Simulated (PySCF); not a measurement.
In(H)(Cl)(Br), HBrClIn, SMILES [Br][InH][Cl], CAM-B3LYP/def2-SVP optimised geometry.

```
4

In    -0.15     0.03     0.00
H      1.55     0.03     0.00
Cl    -1.41     2.01     0.00
Br    -1.55    -2.01     0.00
```

Density from CAM-B3LYP/def2-TZVP, def2 effective core potentials past Kr (PySCF) at that geometry. The core electrons that the potentials of In replace are not part of the density.

Minimum of the electron density along straight lines between bonded atoms, close to the bond critical point (lines longer than 1.1 times the sum of covalent radii, or with two minima, are not listed):

```
bond     length / Å  ρ at the minimum / e bohr⁻³  ∇²ρ there / e bohr⁻⁵  position (fraction from the first atom)
-------  ----------  ---------------------------  --------------------  ---------------------------------------
In1–H2        1.701                          ___                  0.09                                     0.64
In1–Cl3       2.336                        0.085                  0.21                                     0.48
In1–Br4       2.469                          ___                   ___                                     0.47
```

**Question.** Some entries are withheld; supply them.

**Answer.** 
- In1–H2, ρ at the minimum / e bohr⁻³: 0.111
- In1–Br4, ρ at the minimum / e bohr⁻³: 0.076
- In1–Br4, ∇²ρ there / e bohr⁻⁵: 0.14
